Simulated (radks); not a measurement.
Excited configurations of the gadolinium ion Gd+: one electron is placed in a higher orbital outside [Xe] 4f7 5d1. The ground configuration is [Xe] 4f7 5d1 6s1. Calculated with a radial shooting solver on a logarithmic mesh with Libxc functionals: scalar-relativistic Kohn-Sham, PBE, spin-polarised, spherical densities, point nucleus; open shells are filled with parallel spins first (spin-orbit coupling, left out, can overturn this in heavy ions). Excitation = E - E(ground); binding = E(ion) - E, where the ion is the core of charge +2; n* = 2/sqrt(2 binding) in atomic units, and the quantum defect is n - n*.

outer orbital  excitation (eV)  binding (eV)  eigenvalue (eV)  <r> (bohr)
5f                       8.871         3.679           -2.618       8.313
6p                       3.720         8.831           -6.716       4.522
6d                       7.510         5.040           -3.818       7.111
6f                      10.026         2.524           -1.905       14.12
7s                       6.746         5.805           -4.664       7.457
7p                       7.913         4.637           -3.678       8.929
7d                       9.442         3.109           -2.425       12.61
7f                      10.744         1.807           -1.427       21.24

The Delta-SCF ionisation energy is 12.551 eV (NIST Atomic Spectra Database: 12.08 eV, semi-empirical). Self-interaction in the functional shifts the binding energies and quantum defects, so they are the method's values and not measured ones. Open shells are spherical and high-spin; term and fine-structure splittings are not resolved. Spin-orbit splitting is averaged out at the scalar-relativistic level.
